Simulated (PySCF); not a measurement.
# Germanium: a sound run and one with changed settings

Sound run: Ge [Ar] 3d10 4s2 4p2, Ge⁺ [Ar] 3d10 4s2 4p1. All numbers are calculated (PySCF 2.14, the spin-free X2C one-electron Hamiltonian (Gaussian nucleus), in x2c-TZVPall). In the sound run the correlated levels freeze [Ar] 3d10. The sound run starts from symmetry-adapted Hartree-Fock orbitals and uses a fine grid where one is needed.

Changed run: no relativity, point nucleus. This setting is unsound on purpose.

```tsv
species	method	sound run (hartree)	changed run (hartree)	converged
Ge	UHF	-2097.04821	-2065.72572	yes
Ge	r2SCAN	-2098.69332	-2067.38416	yes
Ge	B3LYP	-2098.76494	-2067.45792	yes
Ge	MP2	-2097.09748	-2065.77564	yes
Ge	CCSD(T)	-2097.11368	-2065.79251	yes
Ge⁺	UHF	-2096.77574	-2065.45114	yes
Ge⁺	r2SCAN	-2098.39735	-2067.08590	yes
Ge⁺	B3LYP	-2098.47577	-2067.16671	yes
Ge⁺	MP2	-2096.81237	-2065.48843	yes
Ge⁺	CCSD(T)	-2096.82651	-2065.50333	yes
```

Ionisation energy of Ge:

```tsv
method	sound run (eV)	changed run (eV)
UHF	7.414	7.472
r2SCAN	8.054	8.116
B3LYP	7.869	7.924
MP2	7.758	7.815
SCS-MP2	7.684	7.741
CCSD	7.788	7.841
CCSD(T)	7.814	7.869
```

Most of the change in total energy is the relativistic energy itself. On top of that the contraction fixes the core shape for the Hamiltonian it was made with, so the changed run is not a good calculation with the other Hamiltonian either.

For comparison, NIST gives 7.899 eV between the lowest levels.
